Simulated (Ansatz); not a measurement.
`C=[C](O)[AlH2]` and `C=C(N)O` differ in one atom or group.

Ansatz, PBE0-D4/def2-TZVP geometries, multiplicity 1. Each molecule was computed in one conformer, which needn't be the lowest.

| property | `C=[C](O)[AlH2]` |
| --- | --- |
| HOMO energy (ωB97M-V/def2-TZVPP) / eV | -9.11 |
| HOMO–LUMO gap (ωB97M-V/def2-TZVPP) / eV | 9.00 |
| size of the dipole moment (PBE/def2-TZVPP) / D | 0.92 |
| LUMO energy (PBE0/def2-TZVPP) / eV | -1.76 |
| HOMO energy (B3LYP/def2-TZVPP) / eV | -6.67 |
| ideal-gas entropy at 298 K and 1 bar (rigid rotor, harmonic PBE0-D4/def2-TZVP) / J/(mol·K) | 313 |

Question: What does the change do to each property? (Best estimate.)

Answer: The calculation gave: 
```tsv
property	`C=C(N)O`	shift
HOMO energy (ωB97M-V/def2-TZVPP) / eV	-8.10	1.01
HOMO–LUMO gap (ωB97M-V/def2-TZVPP) / eV	10.42	1.42
size of the dipole moment (PBE/def2-TZVPP) / D	1.05	0.13
LUMO energy (PBE0/def2-TZVPP) / eV	0.88	2.64
HOMO energy (B3LYP/def2-TZVPP) / eV	-5.66	1.01
ideal-gas entropy at 298 K and 1 bar (rigid rotor, harmonic PBE0-D4/def2-TZVP) / J/(mol·K)	285	-28
```

With PBE0 the HOMO rises by 1.04 eV and the LUMO rises by 2.64 eV, so the gap widens by about 1.60 eV. PBE moves the HOMO by 1.09 eV and ωB97M-V by 1.01 eV. Dipoles are sizes alone; their direction can turn.

B3LYP here is the variant with VWN-RPA as its local correlation; programs differ in this.
